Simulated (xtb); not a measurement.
xtb input:

```bash
xtb mol.xyz --gfn 2 --ohess tight --chrg -1 --uhf 0
```
mol.xyz:
```
11

C      2.32766287    -2.40463117     1.80155726
C      1.48618311    -1.44503229     1.09041933
C      0.72479203    -0.62543957     0.56008797
C     -0.21238209     0.36851846    -0.22903701
C     -0.93205029     1.12125313    -0.74497265
C     -1.82037526     2.08971802    -1.46280462
H      2.58488676    -3.25992087     1.19662704
H      1.83645499    -2.77164024     2.73907848
H     -1.73103683     1.90368319    -2.54432415
H     -2.81111764     1.94862126    -1.10667254
H     -1.50529958     3.05106044    -1.25195079
```

**Question.** Which total energy does the run end on?

**Answer.** -15.40734 Eh (GFN2-xTB).

It need not be the lowest isomer of its formula. Whether it binds its extra electron was not tested at this geometry.
